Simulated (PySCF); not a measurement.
Compound: C3H8O2Si.
Numbering: `[CH2:1]=[CH:2][O:3][Si@H:4]([CH3:5])[OH:6]` (hydrogens: H7, H8 on C1; H9 on C2; H10 on Si4; H11, H12, H13 on C5; H14 on O6)

Method: PySCF, PBE0-D3(BJ)/def2-SVP geometry optimisation, gas phase; density fitting, grid level 1; the optimiser is geomeTRIC in internal coordinates, started from a GFN2-xTB structure with every atom displaced at random (about 0.01 Å).

Step 16: E = -15195.5275 eV
```
atom  x, y, z in Å  |  force x, y, z in eV/Å
C1      2.3536    0.2200    0.0099   -0.205   0.036  -0.067
C2      1.7072   -0.7811    0.6166    0.183  -0.116   0.128
O3      0.3901   -1.0415    0.6193    0.024   0.064  -0.045
Si4    -0.8062   -0.5042   -0.4247   -0.006   0.076  -0.001
C5     -1.4156    1.1820    0.0841   -0.031  -0.025   0.006
O6     -2.0060   -1.6319   -0.2731   -0.004  -0.068  -0.086
H7      3.4376    0.3026    0.0975   -0.015  -0.043   0.025
H8      1.8344    0.9748   -0.5861    0.003   0.027  -0.023
H9      2.2600   -1.5161    1.2131    0.020  -0.002   0.021
H10    -0.2284   -0.5139   -1.7972   -0.008  -0.004  -0.001
H11    -2.1559    1.5797   -0.6284    0.004  -0.001  -0.002
H12    -1.8890    1.1237    1.0774    0.016   0.025   0.007
H13    -0.5883    1.9049    0.1496    0.016  -0.005  -0.012
H14    -2.9055   -1.3164   -0.1642    0.003   0.036   0.050
```

Step 17: E = -15195.5340 eV
```
atom  x, y, z in Å  |  force x, y, z in eV/Å
C1      2.3211    0.2113   -0.0078   -0.006   0.043  -0.032
C2      1.7035   -0.7834    0.6371    0.009   0.031   0.027
O3      0.3879   -1.0575    0.6309   -0.014  -0.032  -0.050
Si4    -0.7982   -0.5078   -0.4235    0.032   0.026  -0.003
C5     -1.3996    1.1763    0.0998   -0.005   0.003   0.017
O6     -2.0028   -1.6375   -0.3185   -0.018   0.012  -0.050
H7      3.4016    0.3356    0.0771   -0.009  -0.060   0.028
H8      1.7843    0.9258   -0.6365   -0.018   0.017  -0.014
H9      2.2632   -1.4841    1.2671    0.007  -0.001   0.009
H10    -0.2174   -0.4934   -1.7950    0.023  -0.017   0.021
H11    -2.1302    1.5870   -0.6152   -0.008  -0.002   0.010
H12    -1.8712    1.1280    1.0943   -0.002   0.001  -0.004
H13    -0.5608    1.8867    0.1677    0.005  -0.012  -0.019
H14    -2.8933   -1.3048   -0.1837    0.006  -0.010   0.059
```

Step 18: E = -15195.5373 eV
```
atom  x, y, z in Å  |  force x, y, z in eV/Å
C1      2.3132    0.2137   -0.0164    0.085  -0.013   0.026
C2      1.6970   -0.7740    0.6398   -0.119   0.010   0.006
O3      0.3846   -1.0651    0.6231    0.000  -0.017  -0.052
Si4    -0.7990   -0.5090   -0.4318    0.008  -0.010   0.019
C5     -1.3976    1.1709    0.1062    0.011   0.019   0.000
O6     -2.0036   -1.6413   -0.3442   -0.024   0.060  -0.057
H7      3.3926    0.3218    0.0957    0.008   0.038  -0.029
H8      1.7930    0.9201   -0.6689   -0.005  -0.024   0.015
H9      2.2557   -1.4573    1.2896    0.013   0.008  -0.002
H10    -0.2189   -0.4810   -1.8029    0.029  -0.023   0.020
H11    -2.1297    1.5879   -0.6035   -0.011   0.000   0.012
H12    -1.8609    1.1260    1.1046   -0.004  -0.014  -0.005
H13    -0.5527    1.8749    0.1679   -0.002  -0.002  -0.012
H14    -2.8856   -1.3053   -0.1656    0.011  -0.033   0.059
```

**Question.** Estimate the geometry and energy of step 19. (The exact step hangs on the optimiser's Hessian estimate; all steps are aligned on step 18, rigid shifts and turns removed.)

**Answer.** E = -15195.5434 eV, largest force 0.141 eV/Å
```
atom  x, y, z in Å  |  force x, y, z in eV/Å
C1      2.2989    0.2146   -0.0198    0.097  -0.018   0.034
C2      1.6836   -0.7675    0.6461   -0.141  -0.004  -0.002
O3      0.3774   -1.0850    0.6029    0.061   0.000  -0.028
Si4    -0.7993   -0.5113   -0.4510   -0.044  -0.054   0.046
C5     -1.3860    1.1637    0.1128    0.035   0.040  -0.035
O6     -2.0107   -1.6399   -0.3899   -0.027   0.115  -0.075
H7      3.3738    0.3397    0.1153    0.009   0.052  -0.027
H8      1.7858    0.8952   -0.7047   -0.001  -0.029   0.018
H9      2.2390   -1.4235    1.3265    0.004   0.005  -0.011
H10    -0.2166   -0.4664   -1.8193    0.021  -0.034   0.009
H11    -2.1215    1.5941   -0.5850   -0.013  -0.002   0.012
H12    -1.8347    1.1210    1.1175   -0.002  -0.029   0.000
H13    -0.5300    1.8553    0.1641   -0.015   0.014   0.004
H14    -2.8715   -1.3075   -0.1217    0.017  -0.057   0.055
```

The energy changes by -0.0061 eV. The first-order estimate −F·Δx gives -0.0066 eV and the mean of the old and new forces, exact on a quadratic surface, -0.0059 eV. The step makes an angle of 75° with the force vector and moves no atom by more than 0.053 Å.

What follows is the cost of the whole optimisation. Time: 2.8 min wall; peak memory 0.50 GiB. Hardware: one thread of an Arm Neoverse V2, on a shared host.
